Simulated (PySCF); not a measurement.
C₄H₁₀O₄Si₂, SMILES C([Si](O)(C)O)#C[Si](O)(C)O, GFN2-xTB optimised geometry.

```
20

Si    -0.37    -0.91     0.00
C     -0.93    -1.86    -1.54
O     -0.80     0.67     0.00
O      1.26    -0.91     0.00
C     -1.05    -1.73     1.53
C     -1.53    -2.27     2.50
Si    -2.21    -3.09     4.03
C     -1.64    -2.14     5.56
O     -1.78    -4.67     4.03
O     -3.84    -3.09     4.03
H     -0.66    -1.34    -2.45
H     -2.01    -2.01    -1.54
H     -0.48    -2.85    -1.57
H     -1.72     0.91     0.01
H      1.72    -0.21     0.44
H     -1.93    -2.66     6.47
H     -0.57    -2.01     5.57
H     -2.09    -1.15     5.59
H     -0.86    -4.92     4.02
H     -4.31    -3.79     3.58
```

Density from CAM-B3LYP/def2-SVP run with PySCF at that geometry.

Minimum of the electron density along straight lines between bonded atoms, close to the bond critical point (lines longer than 1.1 times the sum of covalent radii, or with two minima, are not listed):

```json
[
 {"bond": "Si1–C2", "length / Å": "1.894", "ρ at the minimum / e bohr⁻³": "0.116", "∇²ρ there / e bohr⁻⁵": "0.31", "position (fraction from the first atom)": "0.38"},
 {"bond": "Si1–O3", "length / Å": "1.640", "ρ at the minimum / e bohr⁻³": "0.127", "∇²ρ there / e bohr⁻⁵": "1.02", "position (fraction from the first atom)": "0.41"},
 {"bond": "Si1–O4", "length / Å": "1.624", "ρ at the minimum / e bohr⁻³": "0.132", "∇²ρ there / e bohr⁻⁵": "1.10", "position (fraction from the first atom)": "0.41"},
 {"bond": "Si1–C5", "length / Å": "1.863", "ρ at the minimum / e bohr⁻³": "0.110", "∇²ρ there / e bohr⁻⁵": "0.39", "position (fraction from the first atom)": "0.39"},
 {"bond": "C5–C6", "length / Å": "1.209", "ρ at the minimum / e bohr⁻³": "0.410", "∇²ρ there / e bohr⁻⁵": "[?]", "position (fraction from the first atom)": "0.50"},
 {"bond": "C6–Si7", "length / Å": "1.863", "ρ at the minimum / e bohr⁻³": "0.110", "∇²ρ there / e bohr⁻⁵": "0.39", "position (fraction from the first atom)": "0.62"},
 {"bond": "Si7–C8", "length / Å": "1.894", "ρ at the minimum / e bohr⁻³": "0.116", "∇²ρ there / e bohr⁻⁵": "0.31", "position (fraction from the first atom)": "0.38"},
 {"bond": "Si7–O9", "length / Å": "1.640", "ρ at the minimum / e bohr⁻³": "0.127", "∇²ρ there / e bohr⁻⁵": "1.02", "position (fraction from the first atom)": "0.41"},
 {"bond": "Si7–O10", "length / Å": "1.624", "ρ at the minimum / e bohr⁻³": "0.132", "∇²ρ there / e bohr⁻⁵": "1.10", "position (fraction from the first atom)": "0.41"},
 {"bond": "C2–H11", "length / Å": "1.086", "ρ at the minimum / e bohr⁻³": "0.272", "∇²ρ there / e bohr⁻⁵": "-0.99", "position (fraction from the first atom)": "0.63"},
 {"bond": "C2–H12", "length / Å": "1.086", "ρ at the minimum / e bohr⁻³": "0.272", "∇²ρ there / e bohr⁻⁵": "-0.98", "position (fraction from the first atom)": "0.63"},
 {"bond": "C2–H13", "length / Å": "1.084", "ρ at the minimum / e bohr⁻³": "0.273", "∇²ρ there / e bohr⁻⁵": "-1.00", "position (fraction from the first atom)": "0.63"},
 {"bond": "O3–H14", "length / Å": "0.952", "ρ at the minimum / e bohr⁻³": "0.355", "∇²ρ there / e bohr⁻⁵": "-2.50", "position (fraction from the first atom)": "0.82"},
 {"bond": "O4–H15", "length / Å": "0.953", "ρ at the minimum / e bohr⁻³": "0.353", "∇²ρ there / e bohr⁻⁵": "-2.51", "position (fraction from the first atom)": "0.82"},
 {"bond": "C8–H16", "length / Å": "1.086", "ρ at the minimum / e bohr⁻³": "0.272", "∇²ρ there / e bohr⁻⁵": "-0.99", "position (fraction from the first atom)": "0.63"},
 {"bond": "C8–H17", "length / Å": "1.086", "ρ at the minimum / e bohr⁻³": "0.272", "∇²ρ there / e bohr⁻⁵": "-0.98", "position (fraction from the first atom)": "0.63"},
 {"bond": "C8–H18", "length / Å": "1.084", "ρ at the minimum / e bohr⁻³": "0.273", "∇²ρ there / e bohr⁻⁵": "-1.00", "position (fraction from the first atom)": "0.63"},
 {"bond": "O9–H19", "length / Å": "0.952", "ρ at the minimum / e bohr⁻³": "0.355", "∇²ρ there / e bohr⁻⁵": "-2.50", "position (fraction from the first atom)": "0.82"},
 {"bond": "O10–H20", "length / Å": "0.953", "ρ at the minimum / e bohr⁻³": "0.353", "∇²ρ there / e bohr⁻⁵": "-2.51", "position (fraction from the first atom)": "0.82"}
]
```

Problem. Fill in the missing entries.

Solution. 
- C5–C6, ∇²ρ there / e bohr⁻⁵: -1.21
